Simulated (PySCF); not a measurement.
# Computed records: BClH3Si

Calculation on a computer-drawn molecule: the log of a Hartree-Fock and frozen-core CCSD(T) single point meant for a local Hartree-Fock minimum, with one planted fault or none, to be diagnosed. Offsets are logged minus clean, where the clean run is the same molecule without the fault. The reference is restricted for singlets and unrestricted otherwise, and also for a bond in bohr or an excited solution. Adding or removing an electron swaps singlet and doublet. The excited solution moves the top pair (singlet) or top alpha electron (doublet) to the lowest empty orbital. Highest occupied and lowest empty are orbital energies over both spins, largest force is the largest gradient component, triples share is (T) over the correlation energy, the T1 limit is 0.02 restricted and 0.045 unrestricted, electrons count all cores, a negative frequency is imaginary (commonest isotopes), and the dipole is about the centre of nuclear charge. Program: PySCF 2.14.0.

BClH3Si

Logged structure:
```xyz
6
BClH3Si
Si    -2.5949     1.2204    -0.3911
B     -1.0160     0.4635     0.4858
Cl    -1.0081    -0.2159     2.2110
H     -2.4234     1.0193    -1.8791
H     -3.8341     0.4339    -0.0438
H      0.1131     0.5853     0.0841
```

- meant charge: -1
- meant multiplicity: 1
- meant basis: aug-cc-pV(D+d)Z
- logged electrons: 40
- logged basis functions: 114
- logged SCF converged: yes
- logged spin squared: 2.0149
- logged highest occupied: -0.81035 eV
- logged lowest empty: 3.86 eV
- logged largest force: 0.022795 hartree/bohr
- logged T1 diagnostic: 0.016636
- logged D1 diagnostic: 0.050468
- logged triples share: 0.032343
- logged CC converged: yes
- logged dipole magnitude: 0.9697 debye
- logged SCF stable within its kind: yes
- logged energy HF: -774.84655 hartree
- logged energy CCSD(T): -775.24317 hartree
- possible faults: no fault, one electron removed, one electron added, multiplicity raised by two, geometry at a saddle point, SCF held on an excited solution, minimal basis STO-3G, one bond length entered in bohr, all coordinates scaled
- planted fault: ?

Drawn bonds:
```tsv
atom	other atom	order
1	2	1
2	3	1
1	4	1
1	5	1
2	6	1
```

**Q.** Which fault was planted in the run of BClH3Si?
**A.** multiplicity raised by two

Further results for BClH3Si:

- HF energy offset from clean run: 26.64 kcal/mol
- CCSD(T) energy offset from clean run: 44.04 kcal/mol
